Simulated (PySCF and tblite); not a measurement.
Values are calculated unless marked as measured or tabulated.
## Rotation: stationary points, barriers and rates

System: methyl diselenide, C2H6Se2, numbered as in [CH3:1][Se:2][Se:3][CH3:4].

Motion: rotation about the Se2–Se3 bond (torsion C1–Se2–Se3–C4 from 86° to 274°, rising). The path came from a restrained scan, a climbing-image band and a saddle search at GFN2-xTB; energies are BP86/pcSseg-1 + D3(BJ)//B3LYP-D3(BJ)/def2-SVP, thermal terms GFN2-xTB. Rates follow Eyring's equation with the number of equivalent paths and no tunnelling. Run with tblite and PySCF.

| point | symmetry | E(GFN2) kcal/mol | E(DFT) kcal/mol | ZPE change kcal/mol | lowest mode cm⁻¹ | dipole D |
| --- | --- | --- | --- | --- | --- | --- |
| start | C2 | 0.0 | 0.0 | 0.00 | 63 | 1.85 |
| saddle | C2h | 2.9 | 6.2 | -0.04 | 37i | 0.00 |
| end | C2 | 0.0 | 0.0 | 0.00 | 63 | 1.85 |

```json
{
 "Electronic barrier": "6.2 kcal/mol",
 "Barrier with zero-point energy": "6.1 kcal/mol",
 "ΔH‡ (298 K)": "5.6 kcal/mol",
 "ΔS‡ (298 K, symmetry apart)": "-3.6 cal/(mol K)",
 "Paths": "1 equivalent path",
 "End point": "the same structure with atoms interchanged, or its mirror image",
 "Mean lifetime of the start against this motion at 298 K": "12 ns",
 "Cost": "3.8 min on 1 thread of Arm Neoverse N1 (shared host) (rough), peak memory 0.68 GiB, launched as `OMP_NUM_THREADS=1 python ens_run.py task.json out`"
}
```

| T/K | ΔG‡ kcal/mol | k s⁻¹ |
| --- | --- | --- |
| 150 | 6.3 | 2000 |
| 200 | 6.4 | 4.1×10⁵ |
| 250 | 6.5 | 1×10⁷ |
| 298 | 6.7 | 8.3×10⁷ |
| 350 | 6.8 | 4.2×10⁸ |
| 400 | 6.9 | 1.4×10⁹ |
| 500 | 7.2 | 7×10⁹ |

ΔG and ΔG‡ leave out symmetry numbers and mirror images; rates count paths: 1 out.

Spin–orbit effects of heavy atoms on shieldings are missing.
